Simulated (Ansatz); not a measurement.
Gas-phase electronic energies from Ansatz, PBE0-D4/def2-TZVP geometries. CCSD(T)/CBS is the MP2 limit (def2-TZVPP, def2-QZVPP) plus CCSD(T) − MP2 in def2-TZVPP, frozen cores. This one scheme is used for every species. DFT in def2-TZVPP. B3LYP here is the variant with VWN-RPA as its local correlation; programs differ in this. One conformer a species, not always the lowest.

`[SiH3][AlH][SH]` + `C[SiH2]BO` → `C[SiH2]BO[SiH3]` + `[AlH2][SH]`  (cleavage of the Si–Al bond)

```json
{"level": "PBE-D4", "ΔE (kcal/mol)": "-10.5", "difference from CCSD(T)/CBS": "6.4"}
{"level": "r2SCAN-D4", "ΔE (kcal/mol)": "-15.0", "difference from CCSD(T)/CBS": "1.9"}
{"level": "PBE0-D4", "ΔE (kcal/mol)": "-12.3", "difference from CCSD(T)/CBS": "4.6"}
{"level": "B3LYP-D4", "ΔE (kcal/mol)": "-17.0", "difference from CCSD(T)/CBS": "-0.1"}
{"level": "ωB97X-V", "ΔE (kcal/mol)": "-16.5", "difference from CCSD(T)/CBS": "0.4"}
{"level": "ωB97M-V", "ΔE (kcal/mol)": "-17.7", "difference from CCSD(T)/CBS": "-0.8"}
{"level": "B2PLYP", "ΔE (kcal/mol)": "-17.9", "difference from CCSD(T)/CBS": "-1.0"}
{"level": "PBE", "ΔE (kcal/mol)": "-10.3", "difference from CCSD(T)/CBS": "6.6"}
{"level": "r2SCAN", "ΔE (kcal/mol)": "-15.0", "difference from CCSD(T)/CBS": "1.9"}
{"level": "PBE0", "ΔE (kcal/mol)": "-12.2", "difference from CCSD(T)/CBS": "4.7"}
{"level": "B3LYP", "ΔE (kcal/mol)": "-16.8", "difference from CCSD(T)/CBS": "0.1"}
{"level": "HF/def2-TZVPP", "ΔE (kcal/mol)": "-22.9", "difference from CCSD(T)/CBS": "-6.0"}
{"level": "MP2/def2-TZVPP", "ΔE (kcal/mol)": "-18.6", "difference from CCSD(T)/CBS": "-1.7"}
{"level": "SCS-MP2/def2-TZVPP", "ΔE (kcal/mol)": "-19.7", "difference from CCSD(T)/CBS": "-2.8"}
{"level": "CCSD/def2-TZVPP", "ΔE (kcal/mol)": "-17.3", "difference from CCSD(T)/CBS": "-0.4"}
{"level": "CCSD(T)/def2-TZVPP", "ΔE (kcal/mol)": "-16.5", "difference from CCSD(T)/CBS": "0.4"}
{"level": "HF/def2-QZVPP", "ΔE (kcal/mol)": "-23.5", "difference from CCSD(T)/CBS": "-6.6"}
{"level": "MP2/def2-QZVPP", "ΔE (kcal/mol)": "-19.0", "difference from CCSD(T)/CBS": "-2.1"}
{"level": "SCS-MP2/def2-QZVPP", "ΔE (kcal/mol)": "-20.0", "difference from CCSD(T)/CBS": "-3.1"}
{"level": "HF/CBS(def2)", "ΔE (kcal/mol)": "-23.6", "difference from CCSD(T)/CBS": "-6.7"}
{"level": "MP2/CBS(def2)", "ΔE (kcal/mol)": "-18.9", "difference from CCSD(T)/CBS": "-2.0"}
{"level": "CCSD/CBS(def2)", "ΔE (kcal/mol)": "-17.7", "difference from CCSD(T)/CBS": "-0.8"}
{"level": "CCSD(T)/CBS", "ΔE (kcal/mol)": "-16.9", "difference from CCSD(T)/CBS": "0"}
```

Largest T1 diagnostic among the species: 0.013.

From PBE to PBE0 (25 % exact exchange), in def2-TZVPP and without D4, ΔE moves by −1.9 kcal/mol. In def2-TZVPP, CCSD(T) changes the Hartree–Fock value by +6.4 kcal/mol (the triples alone add +0.8 kcal/mol) and MP2 by +4.3 kcal/mol.
